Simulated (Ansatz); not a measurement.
Be2Te2 (the lowest singlet isomer of a short search) was relaxed with PBE0-D4 (def2-TZVP) in Ansatz in these states: neutral quintet, neutral singlet, neutral triplet. The geometries follow in no particular order.

In the def2 sets Te takes a core potential; there is no spin–orbit coupling.

A:

```xyz
4

Be   -0.3423    0.8105   -0.5614
Be    0.3423   -0.8105    0.5614
Te   -1.8821   -0.3908    0.5834
Te    1.8821    0.3908   -0.5834
```

B:

Cartesian coordinates in Å:
```
Be 0.2231 -1.0343 0.5044
Be -0.2231 1.0343 -0.5044
Te -1.8496 -0.5452 -0.3000
Te 1.8496 0.5452 0.3000
```

C:

| atom | x (Å) | y (Å) | z (Å) |
| --- | --- | --- | --- |
| Be1 | -1.455 | -0.161 | -0.162 |
| Be2 | 1.368 | -0.438 | -0.328 |
| Te3 | 0.013 | -0.884 | 1.699 |
| Te4 | 0.074 | 1.483 | -1.209 |

Judge from the bond lengths which geometry belongs to which state (an estimate).

A is the neutral singlet (Be1–Be2 2.087 Å, Be2–Te3 2.264 Å, Be1–Te4 2.264 Å); B is the neutral triplet (Be1–Be2 2.344 Å, Be2–Te3 2.276 Å, Be1–Te4 2.276 Å); C is the neutral quintet (Be1–Be2 2.841 Å, Be2–Te3 2.478 Å, Be1–Te4 2.478 Å).

At PBE0-D4/def2-TZVP a singlet lies 1.80 eV below the neutral triplet. At PBE0-D4/def2-TZVP a singlet lies 4.81 eV below the neutral quintet. These are the stationary points nearest to one start from a short search; other shapes may lie lower in each state.
